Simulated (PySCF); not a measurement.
C₃H₈FNSi, SMILES [C@H]([SiH3])(F)/N=C/C. Atoms are numbered in the order given.

```xyz
14

C      2.8648     0.8867    -0.1773
C      1.4930     0.4403    -0.5723
N      0.8049    -0.3595     0.1573
C     -0.5026    -0.7482    -0.2016
F     -0.9472    -0.2941    -1.4712
Si    -1.7355    -0.0511     1.1118
H      3.6062     0.6057    -0.9558
H      3.1598     0.4370     0.7893
H      2.9063     1.9943    -0.0961
H      1.0868     0.8266    -1.5348
H     -0.5520    -1.8625    -0.2238
H     -1.4233    -0.6082     2.4709
H     -3.1357    -0.4315     0.7202
H     -1.5916     1.4434     1.1125
```
Charge 0, spin multiplicity 1.

Geometry optimised at PBE-D3(BJ)/def2-SVP. The structure was generated by enumeration; whether it is a known compound was not checked. The values are those of a single conformer.

Level of theory: PySCF with PBE-D3(BJ)/def2-SVP.

Frequencies are harmonic and unscaled.

Computed normal modes with their intensities:
```
mode  ν (cm⁻¹)  IR (km/mol)  moving atoms (share of kinetic energy)
----  --------  -----------  --------------------------------------
1           95          1.6         H 29 %, Si 27 %, C 26 %, N 12 %
2          139          1.5                                  H 76 %
3          156          1.2                           H 82 %, C 8 %
4          192          1.0          H 42 %, N 19 %, C 18 %, F 17 %
5          219          0.9                  C 46 %, H 39 %, F 12 %
6          234          2.8                  F 47 %, C 22 %, H 19 %
7          355         25.2                 N 43 %, Si 27 %, H 19 %
8          404         10.5                  C 47 %, H 26 %, F 20 %
9          507         16.0                 H 60 %, Si 18 %, C 17 %
10         603         39.6                         H 78 %, Si 12 %
11         680          1.1          N 38 %, F 22 %, C 20 %, H 18 %
12         741         17.6                 H 46 %, C 42 %, Si 10 %
13         860        105.9                          H 80 %, C 13 %
14         873        110.8                          H 78 %, C 12 %
15         880         16.6                          H 58 %, C 34 %
16         900         10.8                                  H 87 %
17         912         53.1                                  H 95 %
18         944        109.5                  C 53 %, F 22 %, H 21 %
19        1037          0.8                          H 58 %, C 40 %
20        1090         26.1                  C 47 %, N 30 %, H 23 %
21        1117          4.3                          C 55 %, H 44 %
22        1158          8.1                          H 66 %, C 30 %
23        1271         11.0                           H 88 %, C 9 %
24        1311          3.4                          H 81 %, C 16 %
25        1355          8.8                          H 66 %, C 27 %
26        1393         15.3                                  H 93 %
27        1397          9.6                                  H 96 %
28        1709         68.1                          C 55 %, N 41 %
29        2171         67.2                                  H 99 %
30        2186         93.2                                  H 96 %
31        2192         88.7                                  H 96 %
32        2954         18.1                                  H 92 %
33        2962         12.1                                  H 97 %
34        2984         21.0                                  H 92 %
35        3034          6.2                           H 91 %, C 9 %
36        3093          6.4                           H 91 %, C 9 %
```
